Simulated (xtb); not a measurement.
Si(H)(Me)(OH)2 (CH6O2Si), SMILES O[SiH](C)O. All values are semi-empirical tight-binding results from xtb (GFN2-xTB unless named), good for trends rather than for accurate numbers. The structure is a stationary point at GFN2-xTB. The values are those of a single conformer.

Optimised geometry:

```xyz
10

Si    -0.1055    -0.0428     0.3430
C      1.7213    -0.3474    -0.0456
O     -1.1160    -0.9491    -0.5726
O     -0.4346     1.4949    -0.0496
H     -0.4081    -0.2858     1.7552
H      1.9138    -0.3060    -1.1142
H      2.3457     0.4018     0.4278
H      2.0488    -1.3191     0.3128
H     -1.0346    -1.8969    -0.5883
H     -1.3118     1.7236    -0.3444
```
Charge 0, spin multiplicity 1.

| Property | Result |
|---|---|
| orbital gap | 7.31 eV |
| dipole moment | 1.63 D |
| zero-point energy | 45.3 kcal/mol |
| G − E(el) at 298.15 K (modified RRHO) | 26.7 kcal/mol |
| static polarisability (D4 model) | 54.9 bohr³ |
| solvation energy, GFN2-xTB/ALPB(water) | -7.4 kcal/mol |
| solvation energy, GFN2-xTB/ALPB(hexane) | -2.0 kcal/mol |

Computed atomic charges and the Wiberg bond orders between heavy atoms:
charges (e) Si1 0.57, C2 -0.20, O3 -0.49, O4 -0.47, H5 -0.09, H6 0.04, H7 0.03, H8 0.01, H9 0.30, H10 0.31. Bond orders Si1–C2 0.88, Si1–O3 1.14, Si1–O4 1.18.
